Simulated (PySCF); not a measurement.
C2H6O2Si2. Atoms are numbered in the order given.

```xyz
12

O     -2.0299     1.3770     0.1022
C     -1.0923     0.6515    -0.1198
C     -1.1783    -0.8704    -0.1584
Si     0.4958    -1.5439     0.4297
O      1.4930    -0.2507     0.0250
Si     0.7610     1.2105    -0.3530
H     -1.2621    -1.1517    -1.2262
H     -2.0870    -1.2235     0.3523
H      0.5321    -1.7937     1.8991
H      0.9212    -2.7703    -0.2993
H      1.0755     1.6236    -1.7509
H      1.1434     2.2856     0.6022
```
Charge 0, spin multiplicity 1.

Coordinates come from a PBE0-D3(BJ)/def2-SVP optimisation. This is a generated structure with no PubChem entry under its InChIKey; it may be hypothetical. Other conformers were not sampled.

Computed with PySCF with PBE0/def2-TZVP.

ESP charges are fitted to the potential on shells at 1.4 to 2.0 van der Waals radii. Atomic charges (e):

| atom | ESP fit | IAO |
|---|---|---|
| O1 | -0.46 | -0.39 |
| C2 | 0.46 | 0.14 |
| C3 | -0.41 | -0.64 |
| Si4 | 0.45 | 1.02 |
| O5 | -0.36 | -0.89 |
| Si6 | 0.30 | 0.93 |
| H7 | 0.13 | 0.18 |
| H8 | 0.14 | 0.18 |
| H9 | -0.08 | -0.14 |
| H10 | -0.08 | -0.14 |
| H11 | -0.05 | -0.13 |
| H12 | -0.04 | -0.12 |

Computed Mayer and Wiberg (Löwdin basis) orders of the bonds:
```json
[
 {"bond": "O1–C2", "Mayer": "2.05", "Wiberg": "2.72"},
 {"bond": "C2–C3", "Mayer": "0.91", "Wiberg": "1.25"},
 {"bond": "C3–Si4", "Mayer": "0.97", "Wiberg": "1.09"},
 {"bond": "Si4–O5", "Mayer": "1.11", "Wiberg": "1.49"},
 {"bond": "C2–Si6", "Mayer": "0.95", "Wiberg": "0.97"},
 {"bond": "O5–Si6", "Mayer": "1.12", "Wiberg": "1.51"},
 {"bond": "C3–H7", "Mayer": "0.90", "Wiberg": "0.81"},
 {"bond": "C3–H8", "Mayer": "0.92", "Wiberg": "0.85"},
 {"bond": "Si4–H9", "Mayer": "0.95", "Wiberg": "0.93"},
 {"bond": "Si4–H10", "Mayer": "0.94", "Wiberg": "0.93"},
 {"bond": "Si6–H11", "Mayer": "0.93", "Wiberg": "0.93"},
 {"bond": "Si6–H12", "Mayer": "0.94", "Wiberg": "0.93"}
]
```
